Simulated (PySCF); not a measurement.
Ligands exchanged one at a time, Ga NH2-SiH3. All species are isolated molecules in the gas phase. One relaxed conformer stands for each flexible species; it need not be the lowest. Strings in code marks are SMILES.

The four lowest singlet excitations (Tamm–Dancoff). Method: PySCF with r2SCAN-D4/def2-TZVP. Excitations are Tamm–Dancoff values on a coarser integration grid. The basis has no diffuse functions, so Rydberg states are missing or too high.

```json
[
 {"state": "S1", "energy (eV)": "5.22", "wavelength (nm)": "237", "oscillator strength": "0.070"},
 {"state": "S2", "energy (eV)": "5.57", "wavelength (nm)": "223", "oscillator strength": "0.004"},
 {"state": "S3", "energy (eV)": "5.67", "wavelength (nm)": "219", "oscillator strength": "0.000"},
 {"state": "S4", "energy (eV)": "5.93", "wavelength (nm)": "209", "oscillator strength": "0.065"}
]
```

**Question.** Say which member gives these states.
(A) `[NH2][Ga]([NH2])[SiH3]`
(B) `[NH2][Ga]([NH2])[NH2]`
(C) `[NH2][Ga]([SiH3])[SiH3]`

**Answer.** A, `[NH2][Ga]([NH2])[SiH3]`
